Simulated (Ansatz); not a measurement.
Energy difference R1 + R2 → P1 + P2, each structure at its B3LYP-D3(BJ)/def2-TZVP stationary point, reached from a drawn start (curvature not checked).
R1: H7NSi2 (SMILES [SiH3]N[SiH3]), charge 0, multiplicity 1.
R2: SiH4 (SMILES [SiH4]), charge 0, multiplicity 1.
P1, H9NSi3 (SMILES [SiH3]N([SiH3])[SiH3]) (charge 0, multiplicity 1):
```xyz
13

Si     0.291     1.654     0.467
N      0.016     0.021    -0.084
Si    -1.606    -0.510    -0.446
Si     1.318    -1.139    -0.041
H     -0.677     2.555    -0.196
H      0.116     1.784     1.935
H      1.677     2.048     0.130
H     -2.369     0.625    -1.010
H     -1.542    -1.622    -1.419
H     -2.318    -0.992     0.764
H      1.434    -1.799     1.283
H      1.066    -2.183    -1.058
H      2.593    -0.442    -0.323
```
P2: H2 (SMILES [H][H]), charge 0, multiplicity 1.

P less R. No zero-point or thermal terms.

Frozen-core correlation throughout.

The values were computed with Ansatz (a quantum-chemistry and plane-wave program) with Gaussian orbitals. Each number belongs to the level named beside it.

Total energies in hartree:

```
structure  PBE/def2-TZVPP  PBE0/def2-TZVPP  CCSD(T)/cc-pV(T+d)Z
---------  --------------  ---------------  -------------------
R1            -637.635002      -637.705762          -637.029134
R2            -291.721620      -291.756591          -291.440117
P1            -928.197581      -928.301003          -927.309019
P2              -1.166122        -1.168485            -1.172336
```

Task: Work out the reaction energy at each level in kcal/mol (1 hartree = 627.50947 kcal/mol), and say how far PBE/def2-TZVPP lies from CCSD(T)/cc-pV(T+d)Z.

Result: 
- PBE/def2-TZVPP: (-928.197581) + (-1.166122) − (-637.635002) − (-291.721620) = -0.007081 hartree = -4.44 kcal/mol
- PBE0/def2-TZVPP: (-928.301003) + (-1.168485) − (-637.705762) − (-291.756591) = -0.007135 hartree = -4.48 kcal/mol
- CCSD(T)/cc-pV(T+d)Z: (-927.309019) + (-1.172336) − (-637.029134) − (-291.440117) = -0.012104 hartree = -7.60 kcal/mol
PBE/def2-TZVPP less CCSD(T)/cc-pV(T+d)Z: 3.16 kcal/mol. CCSD(T)/cc-pV(T+d)Z is the level counted from, the highest shown, and no exact or measured value.
